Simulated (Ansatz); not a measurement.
Start from `N=[C]1[CH2][GeH2]1` and change one atom or group to get `[SiH3]/N=[C]1/[CH2][GeH2]1`.

Ansatz, PBE0-D4/def2-TZVP geometries, multiplicity 1. Each molecule was computed in one conformer, which needn't be the lowest.

Scalar relativity is left out up to krypton.

```json
{"property": "size of the dipole moment (B3LYP/def2-TZVPP) / D", "`N=[C]1[CH2][GeH2]1`": "2.19"}
{"property": "LUMO energy (PBE0/def2-TZVPP) / eV", "`N=[C]1[CH2][GeH2]1`": "-0.80"}
{"property": "LUMO energy (ωB97M-V/def2-TZVPP) / eV", "`N=[C]1[CH2][GeH2]1`": "1.41"}
{"property": "HOMO energy (PBE/def2-TZVPP) / eV", "`N=[C]1[CH2][GeH2]1`": "-5.45"}
{"property": "HOMO energy (ωB97M-V/def2-TZVPP) / eV", "`N=[C]1[CH2][GeH2]1`": "-8.78"}
{"property": "LUMO energy (PBE/def2-TZVPP) / eV", "`N=[C]1[CH2][GeH2]1`": "-1.86"}
```

Problem. What does the change do to each property? (Best estimate.)

Solution. The calculation gave: 
```csv
property,`[SiH3]/N=[C]1/[CH2][GeH2]1`,shift
size of the dipole moment (B3LYP/def2-TZVPP) / D,1.41,-0.78
LUMO energy (PBE0/def2-TZVPP) / eV,-1.21,-0.41
LUMO energy (ωB97M-V/def2-TZVPP) / eV,0.93,-0.48
HOMO energy (PBE/def2-TZVPP) / eV,-5.11,0.34
HOMO energy (ωB97M-V/def2-TZVPP) / eV,-8.27,0.51
LUMO energy (PBE/def2-TZVPP) / eV,-2.23,-0.37
```

With PBE0 the HOMO rises by 0.45 eV and the LUMO falls by 0.41 eV, so the gap narrows by about 0.86 eV. PBE moves the HOMO by 0.34 eV and ωB97M-V by 0.51 eV. Dipoles are sizes alone; their direction can turn.

B3LYP here is the variant with VWN-RPA as its local correlation; programs differ in this.
